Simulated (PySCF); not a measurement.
# First hyperpolarisability: `N#CC=C=C(C#N)C=O`, C6H2N2O

Geometry:
```
atom   x (Å)   y (Å)   z (Å)
  N1   3.069   0.282   1.567
  C2   2.343   0.018   0.703
  C3   1.474  -0.320  -0.377
  C4   0.206   0.009  -0.407
  C5  -1.085   0.281  -0.419
  C6  -1.594   1.496  -0.977
  N7  -2.060   2.461  -1.419
  C8  -2.071  -0.707   0.169
  O9  -1.751  -1.768   0.617
 H10   1.903  -0.880  -1.220
 H11  -3.127  -0.349   0.143
```

Theory: quadratic response CAM-B3LYP/aug-cc-pVDZ first hyperpolarisability, Taylor convention, gas phase in PySCF 2.14.0. Geometry: PBE0-D3(BJ)/def2-SVP.

What is the first hyperpolarisability, and how does it disperse?

In au, Taylor convention; the vector part is βᵢ = ⅓ Σⱼ (βᵢⱼⱼ + βⱼᵢⱼ + βⱼⱼᵢ); β∥ is 3/5 of the vector part along the dipole, the dipole points from − to +:
```tsv
process	λ (nm)	β vector norm	β∥	β HRS	depolarisation ratio
static β(0;0,0)	∞	61.0	-1.1	34.7	2.62
second harmonic β(−2ω;ω,ω)	1907	60.3	-2.1	35.6	2.47
Pockels β(−ω;ω,0)	1907	60.8	-1.4	–	–
second harmonic β(−2ω;ω,ω)	1064	58.1	-5.1	38.1	2.12
Pockels β(−ω;ω,0)	1064	60.3	-2.2	–	–
```

Which lowest excitations, dipole and polarisabilities go with it?

S1 3.74 eV (f = 0.000); S2 4.73 eV (f = 0.000); S3 5.37 eV (f = 0.001); dipole 2.84 D; isotropic α 88.7 au static, 89.1 au at 1907 nm, 90.0 au at 1064 nm, 90.4 au at 953.5 nm, 94.5 au at 532 nm.
